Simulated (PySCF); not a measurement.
Variants of one PySCF input: NaBr⁻

Base input, run as `OMP_NUM_THREADS=1 python input.py` with PySCF 2.14:

```python
from pyscf import gto, dft
from pyscf.geomopt.geometric_solver import optimize

mol = gto.M(
    atom='Na 0 0 0; Br 0 0 2.595',
    basis='cc-pvdz',
    charge=-1,
    spin=1,
    symmetry=True,
    verbose=4,
)
mf = dft.UKS(mol, xc='revpbe')
mf.kernel()
g = mf.nuc_grad_method()
g.grid_response = True
mol_eq = optimize(g.as_scanner(), maxsteps=30)
print('optimised geometry (angstrom)')
print(mol_eq.tostring('raw'))
print('orbital energies (hartree):', [e[max(0, n-3):n+3].round(4) for e, n in zip(mf.mo_energy, mol.nelec)])
```

Base result: E(SCF) = -2736.256997 Eh, 9 cycles, ⟨S²⟩ = 0.750, all at the start geometry; optimised bond 2.708 Å with E = -2736.257783 Eh after 5 steps. The last line lists the levels of the start geometry. The basis has no diffuse functions, which an anion needs. No search for the lowest solution was made.

Hardware: Arm Neoverse V1, 1 thread, shared host. Wall time 21 s, peak memory 0.29 GiB.

Each row names what differs from the base; energies in brackets are changes from the base.

| change | result | wall time (s) |
| --- | --- | --- |
| functional: revpbe → hf,lyp | E(SCF) = -2736.477285 Eh, 10 cycles, ⟨S²⟩ = 0.750, all at the start geometry; optimised bond 2.645 Å with E = -2736.477455 Eh after 5 steps | 20 |
| cycle limit: 50 → 2 [unsound on purpose] | the SCF does not converge, then it stops with RuntimeError (Nuclear gradients of <pyscf.scf.hf.SymAdaptedUKS_Scanner object> not converged) after the SCF | 4.5 |
| geometry: bond 2.595 → bond 2.413 | E(SCF) = -2736.250961 Eh (+0.1642 eV), 8 cycles, ⟨S²⟩ = 0.750, all at the start geometry; optimised bond 2.708 Å with E = -2736.257783 Eh after 6 steps | 24 |
| cycle limit: 50 → 8 | not converged: SCF after 8 cycles | 20 |
| functional: revpbe → x3lyp | E(SCF) = -2736.423544 Eh, 8 cycles, ⟨S²⟩ = 0.750, all at the start geometry; optimised bond 2.672 Å with E = -2736.423924 Eh after 5 steps | 21 |
| spin (2S): 1 → 5 [a high spin state] | E(SCF) = -2735.757397 Eh (+13.5948 eV), 9 cycles, ⟨S²⟩ = 8.752, all at the start geometry; optimised bond 3.237 Å with E = -2735.771869 Eh after 7 steps | 27 |
| functional: revpbe → pbe,pbe,pbe [unsound on purpose] | stops with ValueError (too many values to unpack (expected 2)) | 0.86 |
| geometry: bond 2.595 → bond 2.906 | E(SCF) = -2736.256120 Eh (+0.0239 eV), 9 cycles, ⟨S²⟩ = 0.750, all at the start geometry; optimised bond 2.708 Å with E = -2736.257783 Eh after 7 steps | 28 |
| cycle limit: 50 → 1 [unsound on purpose] | the SCF does not converge, then it stops with RuntimeError (Nuclear gradients of <pyscf.scf.hf.SymAdaptedUKS_Scanner object> not converged) after the SCF | 4.2 |
| functional: revpbe → slater, [unsound on purpose] | E(SCF) = -2728.100685 Eh, 9 cycles, ⟨S²⟩ = 0.753, all at the start geometry; optimised bond 2.656 Å with E = -2728.100931 Eh after 5 steps | 15 |
| Cartesian functions: off → on | E(SCF) = -2736.259137 Eh (-0.0582 eV), 9 cycles, ⟨S²⟩ = 0.750, all at the start geometry; optimised bond 2.706 Å with E = -2736.259907 Eh after 5 steps | 21 |

**Question.** Order these changes by how far they move the SCF energy from the base, largest first: (1) Cartesian functions: off → on; (2) geometry: bond 2.595 → bond 2.413; (3) geometry: bond 2.595 → bond 2.906.

**Answer.** (2) +0.1642 eV, (1) -0.0582 eV, (3) +0.0239 eV.
